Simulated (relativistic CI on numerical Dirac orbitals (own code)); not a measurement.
## Hyperfine structure of Co8+, mass number 59

Calculated at this level of theory: Dirac-Coulomb-Breit CI, separate exchange-only KLI orbitals for each configuration, a model potential for QED, unscaled Slater integrals (own radial code, finite nucleus).

CI space (outside the closed core [Ne]): 3s²3p⁶3d, 3s²3p⁵3d², 3s3p⁶3d², 3s²3p⁶4s, 3s²3p⁶4p, 3s²3p⁶4d, 3s²3p⁶4f, 3s²3p⁶5s, 3s²3p⁶5p, 3s²3p⁵3d4s, 3s²3p⁶5d, 3s²3p⁵3d4p, 3s²3p⁶5f, 3p⁶3d³, 3p⁵3d⁴. Double excitations out of closed p, d and f shells are left out; levels of such configurations are missing from the list, as are those of other unlisted configurations, and high levels can miss mixing partners. These lack a partner that the ground configuration has and come out too high: 3s²3p⁵3d4s, 3s²3p⁵3d4p.

Nuclear spin I = 7/2, μ = 4.615 μN, Q = 0.42 b (tables of Stone and Pyykkö). The electronic factors are computed for point nuclear moments, without core polarisation or the Bohr-Weisskopf and QED corrections.

```
            Level  E (cm⁻¹)  A (MHz)  B (MHz)
   3s²3p⁶3d ²D3/2         0     2132      398
   3s²3p⁶3d ²D5/2      2383    927.8      559
 3s²3p⁵3d² ⁴D°1/2    417546     1942         
 3s²3p⁵3d² ⁴D°3/2    418677     1219      124
 3s²3p⁵3d² ⁴D°5/2    420569    713.3     -278
 3s²3p⁵3d² ⁴D°7/2    423327    243.5    -1080
3s²3p⁵3d² ⁴G°11/2    442092     2193    -3020
 3s²3p⁵3d² ⁴G°9/2    444003     2832    -3110
```

Levels with J = 0, under 50 % of one LS term, or S terms without an open s electron are left out. Small factors come from cancelling terms and can be off by tens of per cent or more.

At this charge configurations can still be misplaced by up to about 7 % of their energy.

(1) Give the hyperfine levels of 3s²3p⁶3d ²D3/2 relative to its centre of gravity.

Answers

(1) With K = F(F + 1) − I(I + 1) − J(J + 1), E = AK/2 + B[¾K(K + 1) − I(I + 1)J(J + 1)]/[2I(2I − 1)J(2J − 1)]: F = 2: -14180, F = 3: -8064, F = 4: 348.3, F = 5: 11290 MHz.

LS names give the leading component of a level, which can be under half, so a name can repeat, a term be missing and a line seem to break the LS rules.
